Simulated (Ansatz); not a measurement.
`C=C[Se][Si](F)(F)F` + `N=[CH][GaH][OH]` → `C=C[Se]C=N` + `[OH][GaH][Si](F)(F)F`  (redistribution)

Computed with Ansatz on PBE0-D4/def2-TZVP structures; ΔE is electronic, products minus reactants. CBS: MP2 limit from def2 TZ/QZ plus the TZ coupled-cluster correction, frozen cores. DFT in def2-TZVPP. B3LYP here is the variant with VWN-RPA as its local correlation; programs differ in this. For Ga, Se outer-core shells are correlated without core-valence functions, which leaves a few kJ/mol of doubt a bond. Scalar relativity is left out up to krypton. Each species was taken in one conformer, which may not be the lowest.

| level | ΔE (kJ/mol) | difference from CCSD(T)/CBS |
| --- | --- | --- |
| PBE-D4 | 23.8 | -27.8 |
| r2SCAN-D4 | 35.4 | -16.2 |
| PBE0-D4 | 35.2 | -16.4 |
| B3LYP-D4 | 36.3 | -15.3 |
| ωB97X-V | 44.3 | -7.3 |
| ωB97M-V | 48.7 | -2.9 |
| B2PLYP | 38.8 | -12.8 |
| PBE | 20.1 | -31.5 |
| r2SCAN | 34.5 | -17.1 |
| PBE0 | 31.9 | -19.7 |
| B3LYP | 30.4 | -21.2 |
| HF/def2-TZVPP | 56.6 | 5.0 |
| MP2/def2-TZVPP | 49.7 | -1.9 |
| SCS-MP2/def2-TZVPP | 49.4 | -2.2 |
| CCSD/def2-TZVPP | 50.1 | -1.5 |
| CCSD(T)/def2-TZVPP | 48.4 | -3.2 |
| HF/def2-QZVPP | 55.7 | 4.1 |
| MP2/def2-QZVPP | 51.2 | -0.4 |
| SCS-MP2/def2-QZVPP | 50.9 | -0.7 |
| HF/CBS(def2) | 55.6 | 4.0 |
| MP2/CBS(def2) | 52.8 | 1.2 |
| CCSD/CBS(def2) | 53.3 | 1.7 |
| CCSD(T)/CBS | 51.6 | 0 |

Largest T1 diagnostic among the species: 0.015.

In def2-TZVPP, CCSD(T) changes the Hartree–Fock value by −8.2 kJ/mol (the triples alone add −1.7 kJ/mol) and MP2 by −6.9 kJ/mol. From PBE to PBE0 (25 % exact exchange), in def2-TZVPP and without D4, ΔE moves by +11.8 kJ/mol.
